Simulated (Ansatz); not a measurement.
```tsv
atom	x (Å)	y (Å)	z (Å)
Si	0.0000	0.0000	2.1445
Si	0.0000	0.0000	-2.1445
Be	0.0000	0.0000	6.1438
Be	0.0000	0.0000	-6.1438
```

Basis set: pcseg-2 (spherical functions). Charge 0, multiplicity 3.

Computed with Ansatz (development build ahead of 0.2.0); each method stands on the lowest determinant of its kind that the runs found. Restricted functionals stand beside restricted open-shell atoms, which can lie above the unrestricted atoms usual in DFT and then raise those values.

(1) Give the atomization energy at this shape (free ground-state atoms in the same class of orbitals less the molecule, no zero-point energy) of triplet Be₂Si₂ by ωB97X (unrestricted), ωB97X (restricted open-shell).

Results:

(1)

```csv
method,atomization energy
ωB97X (unrestricted),2.70 kcal/mol
ωB97X (restricted open-shell),-14.03 kcal/mol
```

Caution: charge can spread falsely over distant fragments; other spin multiplicities may lie lower; the shape is not the minimum. Caution for ωB97X (unrestricted): the unrestricted determinant is a mixture of spin states. Caution for ωB97X (restricted open-shell): an unrestricted determinant lies well below.
